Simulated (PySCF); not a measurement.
**Spin states of KCl**

Unrestricted PBE0; K def2-SVP, Cl def2-SVP; no relativity (PySCF 2.14). Outer shells of the fragments: K 4s1; Cl 3s2 3p5.

Followed along the bond (rough minima from three points):

```tsv
2Ms+1	unpaired	⟨S²⟩ at the start	R at minimum (Å)	Te (eV)
1	none	0.00	2.66	0.00
3	σ ↑, π ↑	2.00	none in the scan	≤ 4.05
```

Solutions found at the starting distance of 2.915 Å, counted from the lowest of them; the search is not exhaustive and high or unbound solutions are not listed, so other states can lie among these:

| 2Ms+1 | unpaired | term | E (eV) | ⟨S²⟩ | ⟨Lz²⟩ | μ (D) |
| --- | --- | --- | --- | --- | --- | --- |
| 1 | none | ¹Σ⁺ | 0.00 | 0.00 | 0.00 | -10.72 |
| 3 | σ ↑, π ↑ | ³Π | 4.01 | 2.00 | 1.01 | 2.65 |
| 1 | σ ↑, π ↓ | mixed | 4.03 | 1.00 | 1.00 | 2.85 |
| 3 | σ ↑↑ | ³Σ⁺ | 4.21 | 2.00 | 0.00 | 2.72 |
| 3 | π ↑↑ | mixed | 5.42 | 2.00 | 2.00 | 0.73 |
| 3 | π ↑↑ | mixed | 5.49 | 2.00 | 2.00 | 0.92 |

A term symbol is given only where ⟨S²⟩ and ⟨Lz²⟩ are close to those of a pure state; real π, δ and φ orbitals otherwise mix terms. A positive dipole means K(−)Cl(+).

Counting both spins, an empty level lies below a filled one in some of these solutions, because spin and occupation are held.
